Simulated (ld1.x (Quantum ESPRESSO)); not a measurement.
# Ranking TM potentials for beryllium (Be)

All share these settings but for the change named:

ld1.x (Quantum ESPRESSO) 7.5 input, shortened:

```
&input
   title='Be', zed=4., rel=1, dft='PBESOL', iswitch=3,
   config='[He] 2s1 2p1 3d-2'
 /
 &inputp
   pseudotype=2, tm=.true., lloc=0,
   nlcc=.false.
 /
3
2P  2  1   1.00   0.00  4.20  4.20  0.0
3D  3  2  -2.00   0.40  4.25  4.25  0.0
2S  1  0   1.00   0.00  1.50  1.50  0.0
 &test
   configts(1)='2s1 2p1'
 /
```

Test errors are all-electron minus pseudo excitation energies from the reference, over 2s2 2p0; 2s1 2p0; 2s1.5 2p0; 2s0 2p2; 2s0 2p1. None of these files shows a bound ghost.

The base gives 74.2 meV.

Of 5 variants that were run, those that failed, showed a ghost or another fault, or gave nearly equal values are left out.

Problem. Rank these variants by their largest absolute test error, smallest first.
A. all radii scaled by about 1.24 (s 1.86, p 5.22, d 5.28 bohr)
B. all radii scaled by about 1.12 (s 1.68, p 4.72, d 4.78 bohr)
C. all radii scaled by about 1.36 (s 2.04, p 5.72, d 5.78 bohr)
D. all radii scaled by about 0.88 (s 1.32, p 3.72, d 3.76 bohr)
E. all radii scaled by about 0.75 (s 1.12, p 3.16, d 3.20 bohr)

Solution. E (39.4 meV), D (49.3 meV), B (113.7 meV), A (158.9 meV), C (201.5 meV).
